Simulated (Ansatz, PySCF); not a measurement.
This Ansatz (a first-principles code) input computes a PBE/def2-TZVPD energy:

Ansatz 0.2 input:
```yaml
crystal:
  periodic: [false, false, false]
  atoms:
    - {symbol: Ge, position_ang: [0.00559129, -0.00748986, 0.80649984]}
    - {symbol: Br, position_ang: [1.12296213, -1.68990118, -0.39221431]}
    - {symbol: Br, position_ang: [-1.12807417, 1.69674905, -0.34515697]}
basis:
  gaussian:
    orbitals: def2-TZVPD
hamiltonian:
  xc: {name: PBE}
magnetization: {spin_polarized: true, initial_magnetization: 2}
output: {forces: true}
```

Problem. Write an input for the same energy in PySCF and say what it gives.

Solution. 
```python
from pyscf import gto, scf, dft

mol = gto.M(
    atom='''
    Ge    0.00559129   -0.00748986    0.80649984
    Br    1.12296213   -1.68990118   -0.39221431
    Br   -1.12807417    1.69674905   -0.34515697
    ''',
    basis='def2-tzvpd',
    charge=0,
    spin=2,
    verbose=4,
)

mf = dft.UKS(mol, xc='pbe').density_fit(auxbasis='def2-universal-jkfit')
mf.grids.level = 3
mf.conv_tol = 1e-9
mf.max_cycle = 100
mf.max_memory = 1500
mf.kernel()
if not mf.converged:
    mf = mf.newton()
    mf.kernel(mf.make_rdm1())
for _ in range(2):
    mo, _, stable, _ = mf.stability(return_status=True)
    if stable:
        break
    mf.kernel(mf.make_rdm1(mo, mf.mo_occ))
mf.analyze()
```
It gives -7224.23952 Eh, and Ansatz -7224.23950 Eh, a difference of 0.02 mEh, from the treatment of integrals and grids.

This is an excited triplet: at this geometry the singlet lies 2.15 eV lower at RI-MP2/CBS(aug-cc-pVTZ,aug-cc-pVQZ)+[CCSD(T)-MP2]/aug-cc-pVTZ.
